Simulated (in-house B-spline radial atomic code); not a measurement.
A calculation on V IV (V3+): its settings, and results tabulated from the run. Computed with an all-electron radial atomic-structure program (B-spline basis): scalar-relativistic (X2C) LDA VWN5, spin-polarised, spherical fractional occupations, Fermi nucleus of rms radius 3.6002 fm.

Command:
```bash
python run_scf.py task.json out
```
Settings (nuclear radius in fm, mass in u):
```
Z                23
configuration    [Ar] 3d2
hamiltonian      x2c
method           lda,vwn
spin_polarised   True
nucleus          fermi
rms_radius       3.6002
atomic_mass      50.94396
speed_of_light   137.035999084
```

Output (hartree, bohr):
```
 radial grid: 68 intervals, B-splines of order 8, outer radius 18.6486 bohr

 iter        energy (Eh)    residual
    1        -936.523056    5.48e-01
    2        -942.041527    3.85e-01
    3        -944.839046    9.47e-02
    4        -945.054753    1.84e-02
    5        -945.060341    1.40e-02
    6        -945.064620    1.46e-03
    7        -945.064652    6.18e-05
    8        -945.064652    1.14e-05
    9        -945.064652    1.33e-07

 total energy                      -945.06465
 kinetic                             954.5952
 electron-nucleus                  -2227.9427
 Hartree                             370.6532
 exchange-correlation                -42.3703

 orbital      occ     eigenvalue          <r>       <r^2>       <1/r>       r_max
 1s up      1.000      -197.7703    0.0662956  0.00592307     23.0393     0.04328
 1s down    1.000      -197.7704    0.0662952  0.00592299     23.0393     0.04327
 2s up      1.000       -23.3731     0.309059    0.112987     4.81881      0.2562
 2s down    1.000       -23.3404     0.308762    0.112756     4.82366      0.2561
 2p up      3.000       -19.7601     0.274594   0.0929684     4.69633       0.208
 2p down    3.000       -19.7345     0.274255   0.0927161     4.70079      0.2079
 3s up      1.000        -3.8344     0.938214     1.01358     1.51097      0.8163
 3s down    1.000        -3.7544     0.939983     1.01775     1.50738      0.8167
 3p up      3.000        -2.8723     0.993206     1.15639     1.38322      0.8376
 3p down    3.000        -2.7941     0.996382      1.1646     1.37852      0.8385
 3d up      2.000        -1.3996      1.16802     1.69133     1.09765      0.8457
```

Run time, properties included: 0.51 s on 1 thread of Arm Neoverse N1, on a shared host.
